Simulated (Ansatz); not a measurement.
```yaml
crystal:
  periodic: [false, false, false]
  atoms:
    - {symbol: C, position_ang: [1.085721, -4.426546, -3.738839]}
    - {symbol: C, position_ang: [-0.093136, -2.173363, -2.428733]}
    - {symbol: C, position_ang: [-2.953982, -2.246313, -2.507562]}
    - {symbol: O, position_ang: [0.777078, 0.052327, -3.645093]}
    - {symbol: Si, position_ang: [1.510338, 3.007892, -3.051524]}
    - {symbol: O, position_ang: [1.039293, 3.576756, -0.038257]}
    - {symbol: C, position_ang: [0.186083, 2.387147, 2.208373]}
    - {symbol: C, position_ang: [2.411815, 1.201639, 3.563618]}
    - {symbol: C, position_ang: [-1.138857, 4.351234, 3.811453]}
    - {symbol: H, position_ang: [3.143539, -4.311789, -3.667292]}
    - {symbol: H, position_ang: [0.508329, -4.477937, -5.720203]}
    - {symbol: H, position_ang: [0.494654, -6.185847, -2.834135]}
    - {symbol: H, position_ang: [0.533288, -2.151448, -0.453172]}
    - {symbol: H, position_ang: [-3.763335, -0.605054, -1.552247]}
    - {symbol: H, position_ang: [-3.664974, -3.951050, -1.584869]}
    - {symbol: H, position_ang: [-3.607496, -2.238829, -4.465865]}
    - {symbol: H, position_ang: [-1.176366, 0.906233, 1.712045]}
    - {symbol: H, position_ang: [1.796890, 0.278870, 5.305276]}
    - {symbol: H, position_ang: [3.338075, -0.208194, 2.373728]}
    - {symbol: H, position_ang: [3.800615, 2.651598, 4.044166]}
    - {symbol: H, position_ang: [0.175062, 5.862640, 4.312532]}
    - {symbol: H, position_ang: [-2.718963, 5.183056, 2.779828]}
    - {symbol: H, position_ang: [-1.863009, 3.504131, 5.549561]}
basis:
  gaussian: {orbitals: def2-TZVPD}
hamiltonian: {xc: {name: PBE0-DH}}
scf: {lower_state_search: off}
output: {forces: true}
```

```sh
$ ansatz run in.yaml --threads 4 --pin off --events-out ev --progress --plain --max-ram 66560MiB --backend cuda --devices 0, --max-vram 37GiB
```

It prints (some lines left out):

```
Functional definition: PBE0-DH
3148 factors; integrals over basis functions are off by at most 1.2e-3 eV
mean field evaluation 1: about -18268.5357 eV, gradient 1.1e2 eV
mean field evaluation 2: about -18268.5617 eV, gradient 1.1e2 eV
mean field evaluation 4: about -18070.6196 eV, gradient 2.0e2 eV
mean field evaluation 8: about -18306.3478 eV, gradient 8.3e0 eV
mean field evaluation 16: about -18307.7550 eV, gradient 6.8e-3 eV
mean field -18307.75499798 eV, -672.7975867337 hartree, gradient 4.3e-6 eV, S^2 0.000000; 0 other end points of the search recorded, 0 dependent functions left out; unrestricted orbitals would lower it
13 core orbitals not correlated: weight in the atoms' cores, before any rotation towards them, 1.000 or more for the frozen orbitals, at most 0.000 for the correlated occupied ones
reference -18307.75505273 eV, -672.7975887458 hartree; 27, 27 occupied and 431, 431 virtual orbitals, 3148 factors
second order -84.65950273 eV of doubles, -0.00000000 eV of singles
Total energy: -18318.33749057 eV, -673.1864861634 hartree
Atom 0 at     1.085721    -4.426546    -3.738839 Å, force     0.784074    -1.553993    -1.036575 eV/Å
Atom 1 at    -0.093136    -2.173363    -2.428733 Å, force     0.968924     1.389588     1.264741 eV/Å
Atom 2 at    -2.953982    -2.246313    -2.507562 Å, force    -2.014863    -0.126073    -0.173373 eV/Å
Atom 3 at     0.777078     0.052327    -3.645093 Å, force    -0.097433     0.414428     1.305801 eV/Å
Atom 4 at     1.510338     3.007892    -3.051524 Å, force    -1.345101    -2.665857     2.702422 eV/Å
Atom 5 at     1.039293     3.576756    -0.038257 Å, force    -0.326353    -1.253996    -0.453874 eV/Å
Atom 6 at     0.186083     2.387147     2.208373 Å, force    -0.705257    -0.867400    -1.794333 eV/Å
Atom 7 at     2.411815     1.201639     3.563618 Å, force     1.587264    -0.720948     1.032515 eV/Å
Atom 8 at    -1.138857     4.351234     3.811453 Å, force    -0.831638     1.459883     1.131778 eV/Å
Atom 9 at     3.143539    -4.311789    -3.667292 Å, force    -3.251838    -0.133472    -0.082188 eV/Å
Atom 10 at     0.508329    -4.477937    -5.720203 Å, force     0.901891     0.101932     3.165944 eV/Å
Atom 11 at     0.494654    -6.185847    -2.834135 Å, force     0.897895     2.787791    -1.388197 eV/Å
Atom 12 at     0.533288    -2.151448    -0.453172 Å, force    -0.925740    -0.029051    -2.940166 eV/Å
Atom 13 at    -3.763335    -0.605054    -1.552247 Å, force     1.329580    -2.546006    -1.479928 eV/Å
Atom 14 at    -3.664974    -3.951050    -1.584869 Å, force     1.138241     2.654512    -1.441324 eV/Å
Atom 15 at    -3.607496    -2.238829    -4.465865 Å, force     1.059102    -0.015981     3.101081 eV/Å
Atom 16 at    -1.176366     0.906233     1.712045 Å, force     2.024176     2.206447     0.732607 eV/Å
Atom 17 at     1.796890     0.278870     5.305276 Å, force     0.935407     1.454679    -2.725490 eV/Å
Atom 18 at     3.338075    -0.208194     2.373728 Å, force    -1.495273     2.217940     1.812409 eV/Å
Atom 19 at     3.800615     2.651598     4.044166 Å, force    -2.219881    -2.284890    -0.768163 eV/Å
Atom 20 at     0.175062     5.862640     4.312532 Å, force    -2.074632    -2.426619    -0.808972 eV/Å
Atom 21 at    -2.718963     5.183056     2.779828 Å, force     2.504248    -1.347812     1.584623 eV/Å
Atom 22 at    -1.863009     3.504131     5.549561 Å, force     1.157206     1.284897    -2.741338 eV/Å
Dipole moment:     0.195878     0.388141    -0.393879 e Å
Checks for a lower state left out: starts, cluster_reference, orbital_swaps, neighbouring_geometries, increment
```

What is wrong with this run?

The coordinates are in bohr but typed as ångström. The run converged. The result belongs to that input, not to the molecule as meant.
